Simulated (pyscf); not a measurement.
PySCF, gas phase, ωB97X-D3(BJ)/def2-SVP geometries.

Problem. :HSi–AsH₂ [singlet] + AsH₃ → H₂As–SiH₂–AsH₂
Surface: singlet. Broken: As–H. Formed: As–Si, H–Si. Give ΔE‡ and ΔE from ωB97M-D3(BJ)/def2-TZVP, relative to the separated reactants.

Solution. ΔE‡ = -0.15 eV, ΔE = -2.38 eV. Zero-point energy shifts the barrier by +0.04 eV. It is an insertion, with an imaginary mode of 406i cm⁻¹. On the reactant side the descent ends in an adduct with a As–Si, H–Si contact, 0.34 eV under the separated species and 0.02 eV under the saddle at ωB97X-D3(BJ)/def2-TZVP. At ωB97M-D3(BJ) the saddle lies under the separated reactants, which points to a path from their complex (located at ωB97X-D3(BJ) alone). What is counted as formed (As–Si, H–Si) is already present as a longer contact in the reactant adduct; forming that adduct is a step of its own. At ωB97X-D3(BJ) the barrier from the zero used here is -0.32 eV. :HSi–AsH₂ [singlet] lies 0.73 eV over its isomer H₂Si=AsH, and others may lie lower still (electronic energy, ωB97M-D3(BJ)). One saddle was located; it need not be the lowest between these sides. Elements up to Kr have no core potential and no relativistic terms here.
